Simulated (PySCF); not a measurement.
Zn(k2OAc)2, C₄H₆O₄Zn, SMILES [O]1[Zn]2(<-[O]=C(C)[O]2)<-[O]=C1C (GFN2-xTB optimised geometry):

```
15

Zn    -0.121    -0.282     0.000
C     -3.252     1.041    -1.612
C     -2.008     0.509    -0.962
O     -1.487     1.122     0.000
O     -1.475    -0.544    -1.389
H     -3.839     0.219    -2.009
H     -3.822     1.623    -0.894
H     -2.954     1.689    -2.434
C      3.011    -1.615     1.601
C      1.762    -1.089     0.957
O      1.837    -0.282     0.000
O      0.636    -1.443     1.382
H      2.828    -2.607     2.002
H      3.822    -1.623     0.880
H      3.275    -0.949     2.421
```

Level of theory: PySCF with CAM-B3LYP/def2-TZVP.

Q: What are the frontier orbital energies and the dipole moment?

A: HOMO-2 -10.45 eV, HOMO-1 -9.94 eV, HOMO -9.94 eV, LUMO 0.85 eV, LUMO+1 1.12 eV; dipole moment 0.08 D.

On the same geometry PBE/def2-TZVP in PySCF gives HOMO-2 -7.44 eV, HOMO-1 -6.71 eV, HOMO -6.71 eV, LUMO -1.07 eV, LUMO+1 -1.07 eV; dipole moment 0.08 D.

Meta-Löwdin charges at CAM-B3LYP/def2-TZVP: Zn1 1.39, C2 -0.38, C3 0.53, O4 -0.64, O5 -0.64, H6 0.14, H7 0.14, H8 0.15, C9 -0.38, C10 0.53, O11 -0.64, O12 -0.64, H13 0.14, H14 0.14, H15 0.15.
